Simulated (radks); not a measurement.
Task: The mean radii <r> (bohr) of the occupied orbitals of an atom or ion are listed with their occupations. Method: scalar-relativistic Kohn-Sham, PBEsol, spin-polarised, spherical densities, finite nucleus; Fermi nuclear charge, rms radius of each element as measured or else 0.836 A^(1/3) + 0.57 fm; computed with a radial shooting solver on a logarithmic mesh with Libxc functionals.

orbital  occ.      <r>
1s up       1  0.02972
1s down     1  0.02972
2s up       1   0.1284
2s down     1   0.1284
2p up       3   0.1120
2p down     3   0.1121
3s up       1   0.3453
3s down     1   0.3452
3p up       3   0.3427
3p down     3   0.3425
3d up       5   0.3174
3d down     5   0.3172
4s up       1   0.7462
4s down     1   0.7460
4p up       1   0.7717

Name the element and its charge. Open shells, if any, are filled with parallel spins first.

Result: Z = 49, indium, charge +18: In18+ in [Ar] 3d10 4s2 4p1. The 1s radius gives Z: for a bare nucleus <r> = (2 gamma + 1)/(2Z) with gamma = sqrt(1 - (Z/c)^2), 0.02926 bohr for Z = 49, and screening makes it slightly larger (0.02972 here). The occupations add up to 31, and the charge is Z minus that.
